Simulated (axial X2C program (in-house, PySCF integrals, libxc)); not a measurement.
**Levels of ZnGa by electron attachment to ZnGa⁺ (EOM-EA-CCSD)**

Calculated with an axial X2C code built on PySCF integrals: two-component X2C with atomic mean-field Coulomb and Gaunt terms, Gaussian nuclei, basis Ga dyall-acv3z, Zn dyall-acv3z with contracted cores.

R = 2.459 Å (0.920 times 2.673 Å, the PBE0 minimum at charge 0 for the lowest determinant).

Levels of ZnGa obtained by attaching an electron to ZnGa⁺:

```tsv
Ω	binding energy (eV)	above lowest (cm⁻¹)	attached spinor	one-particle weight
1/2	5.663	0	66% Ga pπ, 26% Zn pπ	0.94
3/2	5.609	432	66% Ga pπ, 27% Zn pπ	0.94
1/2	5.131	4287	39% Zn pσ, 32% Ga pσ, 15% Zn sσ	0.95
1/2	3.083	20807	44% Zn pπ, 26% Ga dπ, 15% Ga pπ	0.90
3/2	3.047	21096	44% Zn pπ, 26% Ga dπ, 15% Ga pπ	0.90
1/2	2.466	25785	39% Zn sσ, 31% Ga sσ, 12% Zn pσ	0.98
```

Take the first Ω = 1/2 and Ω = 3/2 rows of π character: how far apart are they, and which lies lower?

E(3/2) − E(1/2) = 432 − 0 = 432 cm⁻¹ at EOM-EA-CCSD: regular, Ω = 1/2 lower. Splittings at this level can be off by ten to twenty per cent.

This point took 21 s on 1 thread of Arm Neoverse V1 (shared host).

Reference electrons by ω block (each with its −ω partner): 1/2: 20, 3/2: 8, 5/2: 2. 14 electrons of ZnGa⁺ correlated (inner shells frozen), 92 natural virtual spinors (a truncated set); levels can be off by some tenths of an eV. Roots sought by Ω: (1/2: 5, 3/2: 4, 5/2: 2, 7/2: 1); the list ends where they run out and leaves out roots under 60 % one-particle weight. The solver can skip a root, and states that need a further excitation, which the method places far too high, are missing though they may lie low or lowest. T1 of the reference 0.019 (Lee–Taylor). The reference was not checked to be the lowest state of its species. Number of frozen shells: Ga 3 s, 2 p, 1 d; Zn 3 s, 2 p.
